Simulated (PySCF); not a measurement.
Cartesian coordinates in Å; atom numbers follow the order of the lines, from 1:
```xyz
27

B     1.654    0.465    1.405
C     3.071   -0.028    0.957
C     2.893   -0.439   -0.511
C     1.434   -0.885   -0.623
C     0.637    0.079    0.272
C    -0.798   -0.312    0.591
C    -1.714   -0.508   -0.622
C    -3.110   -0.486   -0.011
C    -3.033    0.662    1.002
C    -1.563    0.699    1.473
H     1.390    1.042    2.436
H     3.941    0.608    1.178
H     3.203   -0.937    1.588
H     3.603   -1.210   -0.850
H     3.057    0.442   -1.157
H     1.076   -0.919   -1.665
H     1.325   -1.910   -0.222
H     0.609    1.069   -0.254
H    -0.767   -1.279    1.128
H    -1.493   -1.426   -1.189
H    -1.591    0.344   -1.316
H    -3.916   -0.359   -0.750
H    -3.295   -1.442    0.509
H    -3.293    1.609    0.503
H    -3.746    0.541    1.832
H    -1.138    1.708    1.351
H    -1.458    0.454    2.540
```

Geometry: PBE0-D3(BJ)/def2-SVP; GIAO absolute shieldings from PySCF 2.14.0 with density-fitted response routines, gas phase, non-relativistic, averaged over equivalent atoms.

At PBE0/pcSseg-1 (255 basis functions, 65 s wall time on 1 thread of an Arm Neoverse V1, shared host):
```json
{"atoms": "B1", "σ (ppm)": "11.0"}
{"atoms": "C5", "σ (ppm)": "124.8"}
{"atoms": "C6", "σ (ppm)": "140.7"}
{"atoms": "C7", "σ (ppm)": "145.8"}
{"atoms": "C4", "σ (ppm)": "149.1"}
{"atoms": "C2", "σ (ppm)": "149.4"}
{"atoms": "C10", "σ (ppm)": "151.4"}
{"atoms": "C8", "σ (ppm)": "154.2"}
{"atoms": "C3", "σ (ppm)": "155.7"}
{"atoms": "C9", "σ (ppm)": "157.7"}
{"atoms": "H11", "σ (ppm)": "23.57"}
{"atoms": "H27", "σ (ppm)": "29.19"}
{"atoms": "H16", "σ (ppm)": "29.21"}
{"atoms": "H12", "σ (ppm)": "29.22"}
{"atoms": "H14", "σ (ppm)": "29.26"}
{"atoms": "H20", "σ (ppm)": "29.44"}
{"atoms": "H25", "σ (ppm)": "29.57"}
{"atoms": "H22", "σ (ppm)": "29.60"}
{"atoms": "H24", "σ (ppm)": "29.73"}
{"atoms": "H19", "σ (ppm)": "29.77"}
{"atoms": "H23", "σ (ppm)": "29.91"}
{"atoms": "H26", "σ (ppm)": "29.92"}
{"atoms": "H15", "σ (ppm)": "29.92"}
{"atoms": "H17", "σ (ppm)": "30.17"}
{"atoms": "H21", "σ (ppm)": "30.46"}
{"atoms": "H13", "σ (ppm)": "30.71"}
{"atoms": "H18", "σ (ppm)": "31.10"}
```

**Question.** What do these become at KT2/pcSseg-1?

**Answer.** 
```csv
atoms,σ at KT2/pcSseg-1,change
B1,16.1,+5.1
C5,121.3,-3.5
C6,137.3,-3.4
C7,143.4,-2.4
C4,147.1,-2.0
C2,147.1,-2.3
C10,149.2,-2.2
C8,151.9,-2.3
C3,153.5,-2.2
C9,155.5,-2.2
H11,23.51,-0.06
H27,29.01,-0.18
H16,28.99,-0.22
H12,28.96,-0.26
H14,29.05,-0.21
H20,29.20,-0.24
H25,29.37,-0.20
H22,29.36,-0.24
H24,29.59,-0.14
H19,29.53,-0.24
H23,29.78,-0.13
H26,29.79,-0.13
H15,29.83,-0.09
H17,30.08,-0.09
H21,30.38,-0.08
H13,30.54,-0.17
H18,30.87,-0.23
```

The largest change is at B1 (boron bonded to 2 C, H, in a 5-membered ring). Cost: 255 basis functions, 88 s wall time on 1 thread of an Arm Neoverse V1, shared host. The order of the carbon signals is the same at both levels.

A carbon bonded to boron is broadened by the quadrupolar boron nucleus and is often missing from a measured spectrum.
